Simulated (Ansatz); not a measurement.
A nudged elastic band was laid between two geometries of AlCl2F + H2 (6 atoms, charge 0, multiplicity 1).

Level of theory: RKS B3LYP-D4/def2-SVP (Ansatz).

```json
{
 "movable images": "7",
 "climbing image": "yes",
 "spring": "5.0 eV/Å²",
 "optimiser": "quadratic models (default)",
 "start path": "through a guess of the saddle point",
 "force threshold": "0.05 eV/Å",
 "iteration limit": "60",
 "end points": "relaxed"
}
```

Image 0:

```xyz
6
Properties=species:S:1:pos:R:3
Al 0.007 0.136 0.100
F 0.005 0.614 1.690
Cl 1.817 0.051 -0.930
Cl -1.808 -0.020 -0.913
H 0.066 -2.098 0.647
H 0.048 -1.767 1.337
```

Image 8:

```xyz
6
Properties=species:S:1:pos:R:3
Al 0.022 -0.601 -0.277
F 0.018 -0.060 1.704
Cl 1.809 0.320 -0.926
Cl -1.807 0.243 -0.912
H 0.056 -2.117 0.161
H 0.037 -0.869 2.182
```

Problem. Which bonds break or form, and what moves?

Solution. Bonds broken: H5–H6. Bonds formed: Al1–H5, F2–H6. AlCl2F + H2 becomes AlCl2FH2.

Problem. What energy profile does the band end with?

Solution. It converged. The highest image is number 5 of 0 to 8, 122.0 kJ/mol above the first end and 13.4 kJ/mol above the last; the last end lies 108.6 kJ/mol above the first. A vibrational analysis at the climbing image gives one clearly imaginary mode, 678i cm⁻¹: a first-order saddle point. The orbitals stay closed-shell, which can raise the energy where a bond breaks towards radicals; this wasn't checked here.

```tsv
image	path coordinate (Å)	energy (kJ/mol)	H5–H6 (Å)	Al1–H5 (Å)	F2–H6 (Å)
0	0.00	0.0	0.77	2.30	2.41
1	0.25	3.0	0.77	2.22	2.11
2	0.50	16.3	0.78	2.07	1.83
3	0.75	48.5	0.82	1.90	1.57
4	1.01	99.6	0.97	1.77	1.30
5	1.26	122.0	1.22	1.68	1.07
6	1.56	115.3	1.58	1.62	0.97
7	1.86	110.4	1.97	1.59	0.95
8	2.15	108.6	2.38	1.58	0.94
```

Problem. What is the geometry of the highest image?

Solution. 
```xyz
6
Properties=species:S:1:pos:R:3:forces:R:3
Al 0.015 -0.399 -0.124 0.02 0.01 0.02
F 0.023 -0.035 1.752 0.00 -0.01 -0.02
Cl 1.827 0.195 -0.988 -0.01 0.00 0.00
Cl -1.823 0.134 -0.971 0.00 0.00 0.00
H 0.050 -1.881 0.664 -0.01 0.00 0.00
H 0.043 -1.097 1.599 0.00 0.01 0.01
```

Problem. What are the harmonic wavenumbers there?

Solution. 678i, 146, 148, 236, 467, 475, 624, 664, 1134, 1179, 1682, 2171 cm⁻¹.

Run time: 2.6 min on 1 thread of Arm Neoverse V2, with other jobs on the host, peak memory 0.15 GiB.
